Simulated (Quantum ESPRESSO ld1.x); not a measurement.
The mean radii <r> (bohr) of the occupied orbitals of an atom or ion are listed with their occupations. All-electron calculation, Dirac Kohn-Sham, LDA (Slater exchange, Perdew-Zunger correlation), spin-unpolarised, spherical densities, point nucleus. Program: ld1.x of Quantum ESPRESSO 7.5.

orbital  occ.      <r>
1s1/2       2  0.04280
2s1/2       2   0.1896
2p1/2       2   0.1629
2p3/2       4   0.1668
3s1/2       2   0.5524
3p1/2       2   0.5577
3p3/2       4   0.5683
3d3/2       4   0.5885
3d5/2       6   0.5926
4s1/2       2    1.671
4p1/2       2    2.071
4p3/2       3    2.122

Name the element and its charge. Open shells, if any, fill j = l - 1/2 first.

Answer. Z = 35, bromine, charge 0: Br in [Ar] 3d10 4s2 4p5. The 1s radius gives Z: for a bare nucleus <r> = (2 gamma + 1)/(2Z) with gamma = sqrt(1 - (Z/c)^2), 0.04191 bohr for Z = 35, and screening makes it slightly larger (0.04280 here). The occupations add up to 35, and the charge is Z minus that.
